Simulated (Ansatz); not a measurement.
A nudged elastic band was laid between two geometries of C₂H₉ClNPSi (15 atoms, charge 0, multiplicity 1).

The calculation used RKS BHLYP/def2-SVP in Ansatz 0.2.0.

```yaml
movable_images: 5
climbing_image: yes
spring: 5.0 eV/Å²
optimiser: quadratic models (default)
start_path: IDPP
force_threshold: 0.05 eV/Å
iteration_limit: 41
end_points: relaxed
```

Initial state:

```xyz
15
Properties=species:S:1:pos:R:3
C 0.184 -2.077 -0.796
N 1.063 -1.081 -0.239
C 0.831 0.284 -0.662
Si -0.716 1.152 0.011
P -0.670 1.065 2.268
Cl -0.708 3.098 -0.732
H 0.295 -2.101 -1.885
H -0.887 -1.933 -0.581
H 0.467 -3.064 -0.421
H 1.110 -1.155 0.765
H 0.798 0.321 -1.757
H 1.691 0.906 -0.385
H -1.985 0.531 -0.425
H 0.293 2.093 2.411
H -1.789 1.911 2.457
```

Final state:

```xyz
15
Properties=species:S:1:pos:R:3
C 0.218 -1.894 -1.166
N 1.088 -0.888 -0.614
C 0.645 0.484 -0.745
Si -0.807 1.031 0.347
P -0.276 0.636 2.507
Cl -1.162 3.044 -0.052
H 0.667 -2.881 -1.028
H 0.108 -1.737 -2.244
H -0.797 -1.927 -0.736
H 1.342 -1.106 0.337
H 0.382 0.678 -1.792
H 1.480 1.162 -0.533
H -2.065 0.309 0.067
H 0.574 1.762 2.635
H -1.419 1.277 3.043
```

**Question.** Which bonds break or form, and what moves?

**Answer.** No bond is made or broken. The dihedral H9–C1–N2–C3 goes from 179 to -60°. The two ends are copies of one structure, up to a mirror image or an exchange of like atoms.

**Question.** Give the energies along the band, and the barrier.

**Answer.** It converged. The highest image is number 3 of 0 to 6, 0.108 eV above the ends, which have the same energy within 2 meV. A vibrational analysis at the climbing image gives one clearly imaginary mode, 224i cm⁻¹: a first-order saddle point.

```csv
image,path coordinate (Å),energy (eV),dihedral H9–C1–N2–C3 (°)
0,0.00,0.000,179
1,0.68,0.012,-169
2,1.35,0.067,-146
3,2.03,0.108,-120
4,2.64,0.071,-95
5,3.24,0.015,-73
6,3.85,0.000,-60
```

**Question.** What is the geometry of the highest image?

**Answer.** 
```xyz
15
Properties=species:S:1:pos:R:3
C 0.190 -1.944 -1.115
N 1.043 -0.920 -0.552
C 0.681 0.466 -0.749
Si -0.779 1.061 0.301
P -0.278 0.736 2.480
Cl -1.177 3.055 -0.152
H 0.726 -2.567 -1.842
H -0.665 -1.505 -1.638
H -0.219 -2.613 -0.350
H 1.311 -1.119 0.397
H 0.456 0.640 -1.807
H 1.543 1.110 -0.537
H -2.011 0.289 0.027
H 0.578 1.860 2.584
H -1.422 1.401 2.979
```

**Question.** What are the harmonic wavenumbers there?

**Answer.** 224i, 44, 101, 107, 142, 152, 196, 267, 406, 434, 554, 587, 626, 656, 719, 786, 858, 893, 989, 1136, 1148, 1165, 1271, 1306, 1335, 1471, 1503, 1524, 1542, 1563, 2301, 2475, 2490, 3089, 3114, 3152, 3169, 3182, 3708 cm⁻¹.

The run took 3.9 min on 2 threads of Intel(R) Xeon(R) Platinum 8488C (Sapphire Rapids) (shared host), peak memory 0.43 GiB.
